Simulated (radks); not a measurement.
The gold ion Au+, configuration [Kr] 4d10 4f14 5s1.5 5p6 5d10 6p0.5 (fractional occupations, a model configuration). Calculated with a radial shooting solver on a logarithmic mesh with Libxc functionals: scalar-relativistic Kohn-Sham, PBE, spin-polarised, spherical densities, finite nucleus; open shells are filled with parallel spins first (spin-orbit coupling, left out, can overturn this in heavy ions); Fermi nuclear charge, rms radius 5.4371 fm.

Normalised radial functions P(r) = r R(r), r in bohr:

```
   r/bohr * 5d up, o 6p up (the largest magnitude, 0.887, reaches the edge; | marks zero, & curves that meet)
 0.002568                             &
 0.003014                             &
 0.003508                             &
 0.004117                             &
 0.004793                             &
 0.005625                             &
 0.006548                             &
 0.007684                             &
 0.008946                             *o
   0.0105                             *o
  0.01222                             *o
  0.01434                             *o
   0.0167                             *o
  0.01959                             |*o
  0.02281                             |*o
  0.02677                             |*o
  0.03116                             | &
  0.03657                             | &
  0.04257                             | o*
  0.04996                             | o *
  0.05816                             |o   *
  0.06825                             o      *
  0.07945                            o|       *
  0.09324                           o |        *
   0.1085                          o  |        *
   0.1274                          o  |       *
   0.1483                          o  |     *
    0.174                           o |  *
   0.2026                            *o
   0.2377                       *     | o
   0.2768                   *         |   o
   0.3248                *            |    o
   0.3781                *            |   o
   0.4437                   *         | o
   0.5166                         *  o|
   0.6062                         o   |   *
   0.7057                      o      |           *
   0.8281                     o       |                   *
   0.9641                      o      |                        *
    1.131                         o   |                          *
    1.317                             o                          *
    1.546                             |     o                 *
    1.799                             |         o          *
    2.112                             |             o *
    2.458                             |           *    o
    2.885                             |       *         o
    3.358                             |    *           o
    3.941                             |  *           o
    4.588                             | *         o
    5.384                             |*       o
    6.268                             *     o
    7.355                             *  o
    8.563                             * o
    10.05                             *o
     11.7                             &
```

5d up: eigenvalue -18.030 eV, 2 radial nodes at r = 0.193, 0.559 bohr, <r> = 1.52 bohr, 90 % of the charge inside 2.37 bohr. 6p up: eigenvalue -7.730 eV, 4 radial nodes at r = 0.0726, 0.209, 0.503, 1.30 bohr, <r> = 3.54 bohr, 90 % of the charge inside 5.31 bohr.
